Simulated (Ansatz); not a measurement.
`[CH3][Mo](=[S])(=[S])[Cl]` + H₂O → `[CH3][Mo]([OH])(=[S])=[S]` + HCl at 298.15 K and 1 bar (formal hydrolysis of a Mo–Cl bond).

Gas-phase electronic energies from Ansatz, PBE0-D4/def2-TZVP geometries. CCSD(T)/CBS is the MP2 limit (def2-TZVPP, def2-QZVPP) plus CCSD(T) − MP2 in def2-TZVPP, frozen cores. This one scheme is used for every species. def2 core potentials past Kr. For Mo outer-core shells are correlated without core-valence functions, which leaves a few kJ/mol of doubt a bond. Each species was taken in one conformer, which may not be the lowest.

```
                    species  CCSD(T)/CBS energy (Eh)  H − E (kJ/mol)  S (J/(mol·K))
`[CH3][Mo](=[S])(=[S])[Cl]`              -1363.45399           128.8          373.6
                        H₂O                -76.37941            66.4          188.7
`[CH3][Mo]([OH])(=[S])=[S]`               -979.43620           161.0          367.5
                        HCl               -460.38127            26.6          186.8
```

H − E and S are ideal-gas, rigid-rotor, harmonic terms from PBE0-D4/def2-TZVP, for one conformer and one mirror image of each species. 1 Eh = 2625.50 kJ/mol, R = 8.31446 J/(mol·K).

Q: By hand: ΔE, ΔH, ΔS and ΔG.

A: ΔE = (-979.43620) + (-460.38127) − (-1363.45399) − (-76.37941) = 0.01593 Eh = 41.8 kJ/mol. Δ(H − E) = 161.0 + 26.6 − 128.8 − 66.4 = -7.6, so ΔH = 34.2 kJ/mol. ΔS = 367.5 + 186.8 − 373.6 − 188.7 = -8.0 J/(mol·K). ΔG = 34.2 − 298.15 × (-8.0)/1000 = 36.6 kJ/mol.

Q: By hand: the equilibrium constant, and the temperature at which ΔG would vanish if ΔH and ΔS stayed fixed.

A: log₁₀ K = −ΔG/(RT ln 10) = -6.4. ΔH and −TΔS have one sign here, so there is no such temperature.

The number of gas molecules stays the same, so ΔS is small and ΔH decides. A doubt of 5 kJ/mol in ΔE shifts log₁₀ K by 0.9 here. Other conformers and mirror images would add mixing entropy, several J/(mol·K) or more a flexible species. These are equilibria of isolated gas molecules and say nothing of rates. Largest T1 diagnostic: 0.025 (customary marks: 0.02 for closed shells, 0.045 for open ones).

ΔS is within the doubt of such terms, so its sign, and with it that verdict, could turn.
